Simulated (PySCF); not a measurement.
**Ionisation energy of I²⁺ by level of theory**

I²⁺ [Kr] 4d10 5s2 5p3 (4S) → I³⁺ [Kr] 4d10 5s2 5p2 (3P), as a difference of total energies. Calculation: PySCF 2.14, in x2c-QZVPPall with one added diffuse shell each of s, p, d, f type (14s10p8d5f1g, 128 functions); the spin-free X2C one-electron Hamiltonian (Gaussian nucleus). Correlated levels: valence: [Kr] 4d10 frozen; valence and next inner shell: [Ar] 3d10 frozen. The calculations carry no spin-orbit coupling.

```csv
method,ionisation energy (eV)
UHF,29.860
LDA,30.506
PBE,30.291
PBE0,30.408
r2SCAN,30.560
wB97X-V,30.149
M06,30.025
MN15,30.576
MP2 (valence),30.342
SCS-MP2 (valence and next inner shell),30.400
```

Question: Estimate what MP2 (valence and next inner shell) gives.

Answer: 30.600 eV, closest to MN15 among the rows shown.

Question: Estimate what SCS-MP2 (valence) gives.

Answer: 30.212 eV, closest to wB97X-V among the rows shown.

A first-order spin-orbit estimate (lowest level to lowest level, LS coupling) adds -0.825 eV.

Errors of the correlated levels include the incompleteness of this basis and the frozen core.

For comparison: 29.57 ± 0.025 eV (measured; NIST Atomic Spectra Database, ionization energies).
